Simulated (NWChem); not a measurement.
Molecule: CH2AlNO3; SMILES O=C=[N][Al]([OH])[OH]

```xyz
8

Al    -0.1565     0.9065     0.0000
N      0.1032    -0.8527     0.0000
C      0.2274    -2.0581     0.0000
O      0.3592    -3.2335     0.0000
O     -1.7691     1.4610     0.0000
H     -1.9732     2.4091     0.0000
O      1.1412     2.0177     0.0000
H      2.0698     1.7394     0.0000
```
Atoms are numbered in this order, from 1.

Level: PBE-D3(BJ)/def2-SVP (NWChem), optimised geometry, unscaled harmonic frequencies. 

### Question
List the harmonic frequencies with IR intensities, and the thermochemistry.

### Answer
| frequency (cm⁻¹) | IR intensity (km/mol) |
|---|---|
| 59 | 0.3 |
| 86 | 0.1 |
| 210 | 28.9 |
| 236 | 19.4 |
| 272 | 26.7 |
| 306 | 224.0 |
| 343 | 36.8 |
| 505 | 24.5 |
| 586 | 150.7 |
| 596 | 58.9 |
| 603 | 24.0 |
| 610 | 171.3 |
| 822 | 171.1 |
| 941 | 116.5 |
| 1464 | 32.9 |
| 2389 | 1157.7 |
| 3817 | 98.5 |
| 3820 | 71.6 |

The zero-point energy is 25.2 kcal/mol. The thermal correction to the enthalpy at 298.15 K (with zero-point energy) is 30.7 kcal/mol, the heat capacity Cv is 25.0 cal/(mol K) and the entropy at 298.15 K and 1 atm (symmetry number 1) comes out as 86.7 cal/(mol K). The dipole moment is 2.68 D.

Rigid rotor and harmonic oscillator; modes under 100 cm⁻¹ make the entropy uncertain.
